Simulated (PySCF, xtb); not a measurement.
Se(OH)(NMe2) (C₂H₇NOSe), SMILES CN(C)[Se]O. Other conformers were not sampled.

Harmonic wavenumbers (cm⁻¹) from GFN2-xTB (xtb) at its own minimum, in rising order: 56, 168, 213, 218, 273, 302, 312, 349, 500, 567, 958, 963, 1038, 1075, 1124, 1191, 1221, 1407, 1416, 1468, 1477, 1487, 1496, 2903, 2904, 2972, 2977, 3018, 3027, 3545.

Task: What does PBE0-D3(BJ)/def2-SVP run with PySCF give at its own minimum? (Estimate from the structure and the level; the computed values follow.)

Result: 113, 116, 207, 228, 332, 337, 364, 449, 600, 627, 1008, 1066, 1068, 1108, 1154, 1268, 1273, 1413, 1436, 1449, 1463, 1473, 1490, 2999, 3011, 3089, 3095, 3165, 3172, 3852. Paired by order, the mean absolute difference is 67 cm⁻¹ and the zero-point energies are 58.1 and 60.6 kcal/mol.
